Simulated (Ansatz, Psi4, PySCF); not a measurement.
HOSi (SMILES O=[SiH]), doublet, at a GFN2-xTB geometry. Base run: CAMB3LYP/def2-SVP in PySCF.

Input for PySCF:
```python
from pyscf import gto, scf, dft

mol = gto.Mole()
mol.atom = '''
    O     0.93516458   -0.41718063   -0.00427454
    Si   -0.41130666    0.26471841    0.00831062
    H    -1.72302340   -0.36861259   -0.08215239
'''
mol.basis = 'def2-svp'
mol.spin = 1
mol.verbose = 3
mol.build()

mf = dft.UKS(mol)
mf.xc = 'camb3lyp'
mf.kernel()
```

The same geometry, method and basis name were run in Ansatz (a program for electronic structure) and Psi4 and PySCF, at each program's defaults and at the settings that a row names. The base is PySCF at its defaults. Differences at the defaults can come from grids, fitting, cores and function types together.

| code and settings | ΔE vs base (µEh) | basis functions | E (Eh) | SCF cycles | dipole (D) |
|---|---|---|---|---|---|
| PySCF, defaults (exact integrals, its default grid, spherical functions) | 0.0 | 37 | -365.08111 | 13 | 3.09 |
| Psi4, defaults (density fitting with its default set, its default grid, spherical functions) | -32.7 | 37 | -365.08114 | 11 | 3.09 |
| Ansatz, defaults (factorised integrals, its default grid, spherical functions) | -1.4 | 37 | -365.08111 | - | - |
| PySCF, density fitting with def2-universal-jkfit | -26.7 | 37 | -365.08114 | 13 | 3.09 |
| PySCF, fine grid | -1.0 | 37 | -365.08111 | 13 | 3.09 |
| Psi4, exact integrals, spherical functions, fine grid | -1.3 | 37 | -365.08111 | 15 | 3.09 |
| Ansatz, high accuracy | -1.1 | 37 | -365.08111 | - | - |

Open shells are given as the SCF converged; they aren't shown to be the lowest states, and a large step between rows can be another state.
